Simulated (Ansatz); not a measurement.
Calculated with Ansatz (gas phase, PBE0-D4/def2-TZVP geometries, no zero-point term in ΔE). CCSD(T)/CBS is the MP2 limit (def2-TZVPP, def2-QZVPP) plus CCSD(T) − MP2 in def2-TZVPP, frozen cores. Functionals use def2-TZVPP. B3LYP here is the variant with VWN-RPA as its local correlation; programs differ in this. For Ge outer-core shells are correlated without core-valence functions, which leaves a few kJ/mol of doubt a bond. Scalar relativity is left out up to krypton. One conformer a species, not always the lowest.

`[OH][GeH]([F])[GeH3]` → `[F][GeH2][O][GeH3]`  (isomerisation)

Task: Is it downhill or uphill in electronic energy at CCSD(T)/CBS, and by how much? (An estimate is asked.)

Result: Computed: Downhill: ΔE = -4.3 kJ/mol.

Task: What do these levels give: r2SCAN-D4, PBE0-D4, ωB97X-V, B2PLYP, B3LYP, MP2/def2-TZVPP, SCS-MP2/def2-TZVPP, CCSD/def2-TZVPP, CCSD(T)/def2-TZVPP, HF/def2-QZVPP, MP2/def2-QZVPP, MP2/CBS(def2)? (An estimate is asked.)

Result: The calculation gave: r2SCAN-D4 0.2, PBE0-D4 7.1, ωB97X-V -7.0, B2PLYP -6.7, B3LYP 0.0, MP2/def2-TZVPP -11.2, SCS-MP2/def2-TZVPP -17.3, CCSD/def2-TZVPP -9.6, CCSD(T)/def2-TZVPP -8.7, HF/def2-QZVPP -28.9, MP2/def2-QZVPP -9.2, MP2/CBS(def2) -6.8 kJ/mol.

Largest T1 diagnostic among the species: 0.012.

From PBE to PBE0 (25 % exact exchange), in def2-TZVPP and without D4, ΔE moves by −5.7 kJ/mol. In def2-TZVPP, CCSD(T) changes the Hartree–Fock value by +18.7 kJ/mol (the triples alone add +0.9 kJ/mol) and MP2 by +16.2 kJ/mol.
